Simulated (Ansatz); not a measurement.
A structure relaxed at PBE0-D4/def2-TZVP, charge 0, multiplicity 1:

Cartesian coordinates in Å:
```
F 1.912 -0.387 -0.907
C 0.713 -0.061 -0.433
C 0.072 -0.602 0.634
Al -0.938 0.740 -0.181
H 0.397 -1.393 1.305
H -2.156 1.703 -0.418
```

**Question.** Give its formula and SMILES.

**Answer.** C2H2AlF, `F[C]1=[CH][AlH]1`.

**Question.** Point group (tolerance 0.08 Å, 0.16 Å for H)?

**Answer.** Cs.

**Question.** Summarise the bond lengths by kind.

**Answer.** 1 × C–F 1.330 Å; 1 × C–C 1.357 Å; 2 × Al–C 1.853 to 1.867 Å; 1 × C–H 1.087 Å; 1 × Al–H 1.571 Å.

All numbers were calculated with Ansatz.
